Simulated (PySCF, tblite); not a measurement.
Calculations on `N#CC[SiH2][SiH2][SiH2][SiH3]`, in the order of a workflow; each names the level of the geometry that it ran on. Settings lines and outputs come from a driver script.

Compound: C2H11NSi4.
Atom-mapped SMILES: `[N:1]#[C:2][CH2:3][SiH2:4][SiH2:5][SiH2:6][SiH3:7]` (hydrogens: H8, H9 on C3; H10, H11 on Si4; H12, H13 on Si5; H14, H15 on Si6; H16, H17, H18 on Si7)

Step 1: GFN2-xTB geometry optimisation, gas phase (tblite 0.8.0) (from a force-field or distance-geometry start)
```json
{"job": {"kind": "relax", "xc": "GFN2-xTB", "basis": "xTB"}, "charge": 0, "multiplicity": 1}
```
```
step      E/eV     max force
  0    -534.08322    2.794
  1    -534.22217    4.201
  2    -534.20414    4.916
...
147    -534.68114    0.015
148    -534.68119    0.016
149    -534.68124    0.015
150    -534.68128    0.010
151    -534.68129    0.008
```

Energy lowered by 13.8 kcal/mol over 151 steps; largest atomic force 0.008 eV/Å at the end. «max force» is the largest atomic force in eV/Å.

Step 2: GFN2-xTB harmonic vibrations, gas phase (tblite 0.8.0) (on the GFN2-xTB geometry)
```json
{"job": {"kind": "ir", "xc": "GFN2-xTB", "basis": "xTB"}, "charge": 0, "multiplicity": 1}
```
```
(table of modes left out)
```

48 modes from 7 to 2977 cm⁻¹ (unscaled, harmonic); zero-point energy 67.6 kcal/mol; all wavenumbers are real at this level.

Step 3: PBE0-D3(BJ)/def2-SVP geometry optimisation, gas phase (PySCF 2.14.0) (from the GFN2-xTB geometry)
```json
{"job": {"xc": "PBE0", "basis": "def2-SVP", "d3": "d3bj", "grid": 1, "shake": 0.01, "kind": "geom"}, "charge": 0, "multiplicity": 1}
```
```
step   0  E = -1294.41864347  max force = 0.098195
step   1  E = -1294.43137597  max force = 0.006925
step   2  E = -1294.43185687  max force = 0.002775
step   3  E = -1294.43204887  max force = 0.001456
step   4  E = -1294.43207370  max force = 0.000747
step   5  E = -1294.43210940  max force = 0.000743
step   6  E = -1294.43212407  max force = 0.000992
step   7  E = -1294.43213867  max force = 0.000629
step   8  E = -1294.43214480  max force = 0.000193
optimisation converged
```

Final energy -1294.43214 Eh after 8 steps; dipole 4.23 D. Energies in Eh; «max force» is the largest Cartesian gradient component in Eh/bohr.

Step 4: TDDFT B3LYP/def2-SVPD, vertical, gas phase, core orbitals frozen in the response (PySCF 2.14.0, density-fitted response routines) (on the PBE0-D3(BJ)/def2-SVP geometry)
```json
{"job": {"kind": "uv", "xc": "B3LYP", "basis": "def2-SVPD", "ip": true}, "charge": 0, "multiplicity": 1}
```
```
...
Static polarisability (au): isotropic 154.235, principal 117.941 134.360 210.404
Singlet excitations
state   eV       nm        f      main configurations
  1   6.1989    200.0   0.35937   H->L 0.78, H->L+1 0.14
  2   6.3317    195.8   0.17034   H->L+1 0.49, H->L+2 0.27, H->L 0.12
  3   6.5156    190.3   0.08746   H->L+2 0.46, H->L+1 0.33, H->L+4 0.08
  4   6.6251    187.1   0.04467   H->L+3 0.45, H->L+4 0.26, H->L+2 0.22
  5   6.6660    186.0   0.01530   H->L+4 0.56, H->L+3 0.35
  6   6.8115    182.0   0.00281   H->L+5 0.89
  7   6.8360    181.4   0.01107   H-1->L 0.82
  8   7.0803    175.1   0.03039   H-2->L 0.81
  9   7.1217    174.1   0.02570   H->L+7 0.46, H-1->L+1 0.17
 10   7.1711    172.9   0.03123   H->L+6 0.38, H-1->L+1 0.21, H->L+7 0.14
Triplet excitations (Tamm-Dancoff, eV): 5.3863 5.8672 6.0285 6.0985
Vertical ionisation energy (delta-SCF) = 9.4884 eV
```

HOMO -7.80 eV, LUMO -0.97 eV; lowest singlet 6.20 eV; lowest triplet 5.39 eV (Tamm–Dancoff); mean polarisability 154.2 au.

Task: Which step took the most CPU time, and about what did each take on Arm Neoverse V2, one thread, on a shared host?

Result: Step 4, about 71 % of the total. CPU time by step: 1: 1.4 s, 2: 0.88 s, 3: 2.4 min, 4: 5.9 min.

Geometry of the electronic-property runs (PBE0-D3(BJ)/def2-SVP):
```
atom  x, y, z in Å
N1    -5.0641   -0.5600    0.2212
C2    -3.9223   -0.4077    0.3429
C3    -2.4966   -0.1850    0.4578
Si4   -1.8385    1.0390   -0.8609
Si5    0.4719    1.2437   -0.5245
Si6    1.4411   -0.8916   -0.6292
Si7    3.7535   -0.7384   -0.2798
H8    -1.9624   -1.1439    0.3548
H9    -2.2635    0.2098    1.4604
H10   -2.1113    0.4660   -2.2126
H11   -2.5660    2.3345   -0.7152
H12    0.7331    1.8285    0.8301
H13    1.0839    2.1388   -1.5554
H14    1.1404   -1.5059   -1.9612
H15    0.8132   -1.7525    0.4255
H16    4.0020   -0.1552    1.0742
H17    4.3430    0.1687   -1.3115
H18    4.4128   -2.0769   -0.3669
```

 (This holds for the electronic-property runs.)

One conformer stands for the species.
